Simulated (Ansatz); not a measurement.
Basis-set extrapolation for C₅H₅NO (`O=Cc1ccc[nH]1`) (PBE0-D4/def2-TZVP geometry, frozen core, the Gaussian-basis code of Ansatz). Multiplicity 1, RHF reference.

|  | def2-TZVPP | def2-QZVPP |
| --- | --- | --- |
| HF | -321.673052 | -321.687104 |
| MP2 correlation | -1.218962 | -1.301827 |
| CCSD(T) correlation | -1.294719 | not run |

Energies in hartree. Use E(X) = E(∞) + A·exp(−7.88·√X) for Hartree–Fock and E(X) = E(∞) + B·X^(−2.97) for correlation, with X = 3 and 4, and add CCSD(T) minus MP2 of the smaller set to the MP2 limit.

**Question.** What is the CCSD(T) energy at the basis-set limit?

**Answer.** HF limit: -321.687104 + (-0.014052) × 0.13774 = -321.68904. MP2 limit: -1.301827 + (-0.082865) × 0.74074 = -1.36321. Higher-order term: -1.294719 − (-1.218962) = -0.07576. Total: -323.12801 hartree, 4.36 eV below CCSD(T)/def2-TZVPP.
